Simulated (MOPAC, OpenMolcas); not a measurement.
# SnSiH6O (SMILES [SiH3][O][SnH3]): the dipole moment, rung by rung

SnSiH6O has 9 atoms, charge 0, and is taken as a singlet. SMILES: `[SiH3][O][SnH3]`. The coordinates come from a PBE0-D4/def2-TZVP relaxation.

Quantity: the dipole moment, in D. The values are calculated.

```tsv
level	kind	program	value (D)	CPU time
PM6	semi-empirical	MOPAC	3.86	under 2 s
HF/def2-SVP (core potential)	Hartree–Fock	OpenMolcas	2.29	13 s
SVWN5/def2-SVP (core potential)	LDA	OpenMolcas	2.05	42 s
BLYP/def2-SVP (core potential)	GGA	OpenMolcas	2.03	59 s
revPBE/def2-SVP (core potential)	GGA	OpenMolcas	2.05	58 s
TPSS/def2-SVP (core potential)	meta-GGA	OpenMolcas	2.03	80 s
BHLYP/def2-SVP (core potential)	global hybrid	OpenMolcas	2.20	52 s
```

The values span 2.03 to 3.86 D. Magnitudes only. Times are those of the runs behind each value, whatever else they computed, on shared processors of several kinds: orders of magnitude only.
